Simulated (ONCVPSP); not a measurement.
**titanium (Ti), ONCV: configuration errors across variants**

ONCVPSP 4.0.1 input, shortened (lines: element, Z, core and valence counts, functional; n l f; lmax; l rc ep ncon nbas qcut; lloc lpopt rc5 dvloc0; l nproj debl; icmod fcfact rcfact), LDA (Perdew-Zunger), scalar-relativistic:

```
  Ti 22.00    4    3        3      upf
    1    0    2.00
    2    0    2.00
    2    1    6.00
    3    0    2.00
    3    1    6.00
    3    2    2.00
    4    0    2.00
    2
    0    2.80    0.00    5    8    2.80
    1    1.40    0.00    4    8    9.70
    2    1.80    0.00    5   10    8.30
    4    5    0.90    0.00
    0    2    1.90
    1    3    0.80
    2    2    2.40
    2    0.60    0.70
```

In the p channel the program set the typed energies aside and used -1.425, 0.250, 1.050 Ha.

All-electron excitation energies from the reference (eV): (1) 3p6 3d2 4s1 7.536; (2) 3p6 3d2 4s0 21.336; (3) 3p6 3d1 4s0 48.525.

3 further variants failed, have other tests or another functional or relativity, and are left out.

A true bound ghost makes a file unfit for plane-wave use even where its test errors are small: the radial tests pick states by their node count and pass the ghost by.

Errors AE − PS in meV (a dash: test not solved or not reliable):

| change | (1) | (2) | (3) | bound ghosts | GHOST(+) flags above zero |
| --- | --- | --- | --- | --- | --- |
| base | -2.9 | -12 | +215 | s | s |
| local potential polynomial inside 0.90 bohr (lpopt 5, dvloc0 4 Ha) | -2.9 | -12 | +214 | s | none |
| d: qcut 5.4 | -1.6 | -4.4 | +263 | s | s |
| p: ncon 3, nbas 7 | -2.9 | -12 | +215 | s | s |
| p: rc 1.28 | -2.9 | -12 | +214 | s | s |
| local potential polynomial inside 0.95 bohr (lpopt 5, dvloc0 2 Ha) | -2.9 | -12 | +214 | s | none |
| core correction Teter function fitted to the true core (icmod 2), fcfact 0.34 | -3.0 | -13 | +197 | s | s |

Question: Give the same row for: core correction polynomial model core, fcfact 0.7.

Answer: -4.2, -24, +154; bound ghosts: s; GHOST(+) flags above zero: s.
